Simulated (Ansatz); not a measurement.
Computed with Ansatz on PBE0-D4/def2-TZVP structures; ΔE is electronic, products minus reactants. CBS: MP2 limit from def2 TZ/QZ plus the TZ coupled-cluster correction, frozen cores. DFT in def2-TZVPP. B3LYP here is the variant with VWN-RPA as its local correlation; programs differ in this. For Ge outer-core shells are correlated without core-valence functions, which leaves a few kJ/mol of doubt a bond. Scalar relativity is left out up to krypton. Each species was taken in one conformer, which may not be the lowest.

`[BH2][AlH][O]C` + `C[N]([SiH3])[GeH3]` → `[BH2][AlH][N](C)[SiH3]` + `C[O][GeH3]`  (redistribution)

`[BH2][AlH][O]C`:

Cartesian coordinates in Å:
```
B 0.171 0.813 -1.946
Al 1.041 0.812 -0.003
O 0.378 -0.135 1.234
C -0.705 -1.010 1.320
H -0.680 1.592 -2.279
H 0.506 0.051 -2.811
H 2.316 1.656 0.421
H -0.364 -2.007 1.617
H -1.416 -0.660 2.076
H -1.248 -1.111 0.370
```

`C[N]([SiH3])[GeH3]`:

Z-matrix (Å, degrees):
```
C
N 1 1.456
H 1 1.095 2 111.1
H 1 1.095 2 110.6 3 118.4
H 1 1.098 2 113.0 3 -121.1
Si 2 1.718 1 118.3 3 -148.3
Ge 2 1.840 1 115.9 3 44.9
H 6 1.494 2 113.7 1 -66.9
H 6 1.485 2 108.2 1 172.7
H 6 1.490 2 109.4 1 52.2
H 7 1.533 2 108.0 1 -174.5
H 7 1.544 2 110.7 1 64.5
H 7 1.541 2 107.4 1 -53.8
```

`[BH2][AlH][N](C)[SiH3]`:

```xyz
14

B    -2.145    0.349   -1.907
Al   -0.743   -0.897   -0.904
N     0.352   -0.136    0.292
C     0.275    1.298    0.553
Si    1.546   -0.985    1.209
H    -1.905    0.899   -2.946
H    -3.253    0.549   -1.490
H    -0.588   -2.463   -1.130
H     0.029    1.511    1.601
H     1.220    1.808    0.327
H    -0.499    1.772   -0.061
H     1.301   -0.839    2.674
H     1.499   -2.421    0.836
H     2.911   -0.444    0.946
```

`C[O][GeH3]`:

Cartesian coordinates in Å:
```
C 1.198 -0.456 0.493
O 0.434 -0.362 -0.684
Ge -1.161 0.419 -0.577
H 2.137 -0.958 0.248
H 0.691 -1.042 1.271
H 1.439 0.532 0.911
H -2.035 -0.362 0.425
H -1.725 0.360 -1.999
H -0.977 1.869 -0.087
```

| level | ΔE (kJ/mol) |
| --- | --- |
| B3LYP-D4 | 22.2 |
| ωB97X-V | 20.8 |
| B2PLYP | 21.8 |
| B3LYP | 22.0 |
| CCSD/def2-TZVPP | 22.5 |
| MP2/def2-QZVPP | 23.1 |
| HF/CBS(def2) | 24.4 |
| CCSD/CBS(def2) | 23.9 |

(1) What does CCSD(T)/CBS give? (Estimate.)

Largest T1 diagnostic among the species: 0.012.

Results:

(1) Ansatz gave: +22.3 kJ/mol. The listed levels differ from it by -0.1, -1.5, -0.5, -0.3, 0.2, 0.8, 2.1, 1.6 kJ/mol.
